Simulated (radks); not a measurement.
Results of a calculation; reference values are marked as such.
Numerical settings for the dysprosium ion Dy2+, [Xe] 4f10. Code: a radial shooting solver on a logarithmic mesh with Libxc functionals. Model: Dirac Kohn-Sham, LDA (Slater exchange, Perdew-Wang correlation), spin-unpolarised, spherical densities, finite nucleus; open shells are shared between the two j in proportion to 2j + 1; Fermi nuclear charge, rms radius 5.2218 fm. The defaults (mesh step 0.008 in ln r, mesh end at 40 bohr or more with all orbitals vanishing there, Anderson mixing 0.5 over 9 steps, residual threshold near 1e-9 with the energy settled to 1e-9 hartree or 1e-11 of itself, here a cap of 56 iterations) give E = -12158.5564 hartree and 4f7/2 at -16.977 eV in 15 iterations. Run on one thread of a shared host, so times are rough (Arm Neoverse N1): 0.2 s of CPU time, 0.2 s wall, 15 iterations on 2254 mesh points. Changes against that run (0 stands for a change within the tolerance of the run):

setting                     iterations         converged  E (mhartree)  e(4f7/2) (meV)  CPU (s)
mesh step in ln r 0.003             15               yes             0               0      0.5
mesh step in ln r 0.012             15               yes             0               0     0.14
mesh step in ln r 0.02              15               yes     +0.000557               0      0.1
mesh end (bohr) 2                   14  level above zero     +7.66e+03       +3.89e+04     0.13
mesh end (bohr) 12                  15               yes             0               0     0.19
residual threshold 0.01             11               yes             0           +0.78     0.17
residual threshold 1e-13            23               yes             0               0     0.25
mixing 2.5                          19               yes             0               0     0.24
linear mixing, mixing 0.2           56                no             0         -0.0243     0.52
linear mixing, mixing 0.05          56                no        +0.836            -764      0.6
mixing history 3                    19               yes             0               0     0.22
iteration cap 5                      5                no         +3.08            +748     0.08

Settled on a wrong energy, with an occupied level pushed above zero by the early mesh end: mesh end (bohr) 2 (+7.66 hartree). Apart from these: no run marked as converged misses the energy by more than 1 mhartree. A mesh that ends early acts as a hard wall.
